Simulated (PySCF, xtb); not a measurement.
Si(I)2(OH)2 (H₂I₂O₂Si), SMILES I[Si](O)(I)O. The values are those of a single conformer.

Harmonic wavenumbers (cm⁻¹) from GFN2-xTB (xtb 6.7.1) at its own minimum, in rising order: 71, 148, 164, 182, 202, 213, 259, 369, 480, 743, 769, 886, 986, 3662, 3667.

Problem. What does PBE0-D3(BJ)/def2-SVP (PySCF 2.14.0) give at its own minimum? (An estimate is asked for; the answer gives what the named calculation found.)

Solution. 78, 134, 175, 207, 213, 227, 246, 384, 441, 775, 823, 878, 981, 3899, 3902. Paired by order, the mean absolute difference is 48 cm⁻¹ and the zero-point energies are 18.3 and 19.1 kcal/mol.
